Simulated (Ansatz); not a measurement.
Conformers of C2H6BF (SMILES CCBF), B3LYP-D3(BJ)/def2-TZVP minima from an xTB search, which can miss the lowest.
Conformer 1 (charge 0, multiplicity 1):
```
atom    x (Å)    y (Å)    z (Å)
----  -------  -------  -------
C     -1.1887   0.2189  -0.1433
C      0.1073  -0.5696   0.0614
B      1.4314   0.2473   0.1276
F      1.4169   1.5738   0.0090
H     -1.3452   0.9375   0.6629
H     -2.0584  -0.4392  -0.1761
H     -1.1637   0.7843  -1.0763
H      0.2362  -1.3237  -0.7280
H      0.0581  -1.1734   0.9787
H      2.5062  -0.2559   0.2843
```
Conformer 2 (charge 0, multiplicity 1):
```xyz
10

C     -1.18824     0.02620     0.31701
C      0.06778    -0.16221    -0.53954
B      1.42320     0.15341     0.16284
F      2.52772     0.27766    -0.57190
H     -1.13637    -0.56947     1.23046
H     -2.09141    -0.26792    -0.21995
H     -1.30905     1.06899     0.61727
H      0.14142    -1.20982    -0.87009
H      0.00149     0.40954    -1.47241
H      1.56346     0.27362     1.34632
```

Cores are frozen in the correlated methods. MP2 and its Hartree–Fock in cc-pVQZ are density fitted.

Run with Ansatz (a quantum-chemistry and plane-wave program). 

The energy of conformer 2 above conformer 1 is E(conformer 2) − E(conformer 1). Total energies (hartree):

```
level             conformer 2   conformer 1
---------------  ------------  ------------
HF/cc-pVTZ       -203.4867160  -203.4871583
MP2/cc-pVTZ      -204.1915271  -204.1923245
HF/cc-pVQZ       -203.5014359  -203.5018621
MP2/cc-pVQZ      -204.2576706  -204.2585393
CCSD(T)/cc-pVTZ  -204.2515916  -204.2523507
```

Question: Work out the energy of conformer 2 above conformer 1 at the basis-set limit: extrapolate the MP2 correlation part as X⁻³, take Hartree–Fock from the larger set, and add the CCSD(T) − MP2 difference of cc-pVTZ.

Answer: 
1. Differences (1 hartree = 627.509 kcal/mol): HF/cc-pVTZ 0.278; MP2/cc-pVTZ 0.500; HF/cc-pVQZ 0.267; MP2/cc-pVQZ 0.545; CCSD(T)/cc-pVTZ 0.476.
2. Correlation parts, MP2 less HF: 0.223 in cc-pVTZ (X = 3), 0.278 in cc-pVQZ (X = 4).
3. Limit (4³·(0.278) − 3³·(0.223))/(4³ − 3³) = 0.318; with HF/cc-pVQZ it gives 0.585.
4. CCSD(T) less MP2 in cc-pVTZ: -0.024.
Result: 0.56 kcal/mol, against 0.50 at MP2/cc-pVTZ. It is an estimate of this method's limit, not of the exact value.
